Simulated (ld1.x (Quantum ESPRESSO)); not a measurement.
## S (Z = 16), TM: configuration errors across variants

```json
{
 "Element": "S",
 "Generator": "ld1.x (Quantum ESPRESSO) 7.5",
 "Type": "norm-conserving Troullier–Martins (Kleinman–Bylander form)",
 "Functional": "LDA (PZ)",
 "Relativity": "non-relativistic",
 "Frozen core": "[Ne]",
 "Valence charge": "6",
 "Reference configuration": "3s2 3p4",
 "Partial waves": "3s (bound): rc 1.05 bohr; 3p (bound): rc 1.50 bohr; 3d channel at 0.25 Ry: rc 1.35 bohr",
 "Local potential": "the d channel",
 "Core correction": "a·sin(br)/r model core, default radius (core density twice the valence density)"
}
```

All-electron excitation energies from the reference (eV): (1) 3s2 3p3 11.876; (2) 3s2 3p2 34.262; (3) 3s2 3p1 68.428; (4) 3s2 3p0 115.414; (5) 3s1 3p4 22.534; (6) 3s2 3p4.3 -1.745; (7) 3s1 3p5 10.110; (8) 3s2 3p4 spin -0.706; (9) 3s2 3p3 spin 9.912.

Spin tests fill each open shell by Hund’s rule, majority spin first.

The default core radius of the base comes out at 0.88 bohr.

2 further variants failed, have other tests or another functional or relativity, and are left out.

A true bound ghost makes a file unfit for plane-wave use even where its test errors are small: the radial tests pick states by their node count and pass the ghost by.

Errors AE − PS in meV (a dash: test not solved or not reliable):

```csv
change,(1),(2),(3),(4),(5),(6),(7),(8),(9),bound ghosts
base,+8.3,+57,+203,+551,+11,+0.3,-1.5,+12,+44,none
local potential the s channel,+5.6,+35,+116,+277,+5.7,+0.2,-2.3,+11,+37,none
core correction a·sin(br)/r model core inside 1.18 bohr,+9.1,+64,+237,+669,+13,+0.3,+1.4,+32,+107,none
"all radii but the core radius scaled by about 0.95 (s 1.00, p 1.42, d 1.28 bohr)",+10,+71,+262,+729,+14,+0.4,-1.8,+13,+49,none
wave 3s (bound): rc 1.05 bohr becomes 3s (bound): rc 0.86 bohr,+8.6,+60,+216,+582,+8.5,+0.3,-8.3,+14,+50,none
wave 3d channel at 0.25 Ry: rc 1.35 bohr becomes 3d channel at 0.41 Ry: rc 1.35 bohr,+8.3,+57,+204,+555,+11,+0.3,-1.5,+12,+44,none
wave 3p (bound): rc 1.50 bohr becomes 3p (bound): rc 1.28 bohr,+8.5,+57,+201,+538,+13,+0.3,-0.1,+9.2,+35,none
wave 3s (bound): rc 1.05 bohr becomes 3s (bound): rc 1.52 bohr,+7.1,+47,+163,+426,+11,+0.3,+0.3,+11,+40,none
```

Question: Give the same row for: wave 3d channel at 0.25 Ry: rc 1.35 bohr becomes 3d channel at 0.25 Ry: rc 0.94 bohr.

Answer: +3.5, +18, +44, +57, +4.1, +0.2, -2.7, +10, +31; bound ghosts: s.
